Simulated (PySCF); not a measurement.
**Al: excitation energy**

Al [Ne] 3s2 3p1 (2P) → Al [Ne] 3s1 3p1 3d1 (high-spin determinant), as a difference of total energies. All numbers are calculated (PySCF 2.14, the spin-free X2C one-electron Hamiltonian (Gaussian nucleus), in x2c-QZVPPall with one added diffuse shell each of s, p, d, f type (10s7p5d3f1g, 86 functions)). Correlated levels: valence and next inner shell: 1s2 frozen. The calculations carry no spin-orbit coupling.

```tsv
method	excitation energy (eV)
UHF	7.636
MP2 (valence and next inner shell)	8.638
SCS-MP2 (valence and next inner shell)	8.884
CCSD (valence and next inner shell)	8.716
CCSD(T) (valence and next inner shell)	8.692
```

How much does correlation contribute at CCSD(T) (valence and next inner shell)?

8.692 − (7.636) = 1.056 eV, measured against UHF.

The upper state lies above the first ionisation limit, but in LS coupling its spin forbids autoionisation to the ground ion.

The promoted electron is Rydberg-like, and one or two diffuse shells describe it only roughly, which tends to raise the upper state.

The coupled-cluster amplitudes are large for the upper state (T1 above 0.03 or a double amplitude above 0.15), so a single reference is strained.

The determinant of the upper state mixes LS terms, which raises its energy above the lowest term, most at the Hartree-Fock and MP2 levels.
